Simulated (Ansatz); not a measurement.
C$_{2}$H$_{5}$NSeSi, SMILES `C1=N[SiH2]C[Se]1`, relaxed with RKS PBE0-D4/def2-TZVP in Ansatz 0.2.0 from a PBE-D4/def2-SVP geometry. The force threshold is 0.005 eV/Å; the program also tests the step.

Charge 0, multiplicity 1.

Start:

```xyz
10

C    -1.562   -0.604    0.598
N    -0.853    0.139    1.350
Si    0.682    0.665    0.636
C     0.636   -0.139   -1.112
Se   -1.053   -1.148   -1.211
H    -2.548   -1.018    0.904
H     0.742    2.164    0.571
H     1.835    0.166    1.460
H     0.644    0.617   -1.922
H     1.477   -0.842   -1.274
```

**Question.** How much energy does the relaxation release, and in how many steps? (Estimate.)

**Answer.** Computed: 1.41 kcal/mol, in 5 steps.

**Question.** Which bonds change most? (Best estimate.)

**Answer.** The calculation gave: N2–Si3 from 1.773 to 1.746 Å; C1–Se5 from 1.956 to 1.930 Å; Si3–C4 from 1.925 to 1.899 Å; C4–Se5 from 1.970 to 1.948 Å.

**Question.** Give the relaxed structure. (Best estimate.)

**Answer.** Ansatz gave: 
```xyz
10

C    -1.545   -0.597    0.594
N    -0.839    0.132    1.334
Si    0.669    0.652    0.626
C     0.637   -0.135   -1.102
Se   -1.041   -1.121   -1.194
H    -2.515   -1.002    0.899
H     0.720    2.135    0.559
H     1.811    0.163    1.437
H     0.646    0.608   -1.898
H     1.458   -0.834   -1.256
```
